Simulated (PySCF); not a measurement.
Pivaloyl chloride, C5H9ClO.
Geometry (PBE0-D3(BJ)/def2-TZVP, Å), atoms numbered from 1 in this order:
```
atom  x, y, z in Å
C1     0.0899    1.3615   -0.7088
C2    -0.0674    0.0330    0.0237
C3    -0.0992   -1.1213   -0.9791
C4     1.0806   -0.1618    1.0156
C5    -1.3822    0.0775    0.7824
O6    -2.1576    0.9657    0.8156
Cl7   -1.7344   -1.4205    1.7173
H8     0.1052    2.1994   -0.0106
H9     1.0292    1.3562   -1.2654
H10   -0.7286    1.5258   -1.4108
H11    0.8364   -1.1227   -1.5429
H12   -0.9221   -1.0083   -1.6881
H13   -0.2012   -2.0840   -0.4788
H14    1.0910    0.6272    1.7709
H15    1.0137   -1.1247    1.5215
H16    2.0263   -0.1212    0.4708
```

Computed at PBE0/pcSseg-2 (PySCF, non-relativistic), with Q(17O) = −0.0256 b, Q(35Cl) = −0.0817 b: O6, 17O (I = 5/2): χzz = 9.462 MHz, η = 0.553; Cl7, 35Cl (I = 3/2): χzz = -59.84 MHz, η = 0.272.

(1) Where would the pure quadrupole (NQR) lines of 17O at O6 fall for the rigid, isolated species?

(2) Where would the pure quadrupole (NQR) lines of 35Cl at Cl7 fall for the rigid, isolated species?

Results:

(1) From the eigenvalues of H = χ/[4I(2I − 1)] × [3Iz² − I(I + 1) + η(Ix² − Iy²)], steps between neighbouring levels, labelled as for η = 0: ±1/2↔±3/2 1.829 MHz, ±3/2↔±5/2 2.695 MHz (carbonyl oxygen).

(2) From ν = (|χ|/2)√(1 + η²/3): ν = 30.29 MHz (chlorine bonded to C). For 37Cl the ratio of quadrupole moments, 0.7881, gives 23.87 MHz.

In a crystal, neighbours and librations shift these lines. Isolated species at its PBE0-D3(BJ)/def2-TZVP geometry, gas phase.

The run behind these numbers computed NMR shieldings as well. The run took 49 s wall, 1.9 min CPU (grids of density and orbitals included) on 2 threads, INTEL XEON PLATINUM 8581C at 2.10 GHz (x86_64) (shared host), and the process peaked at 2.4 GiB of memory.
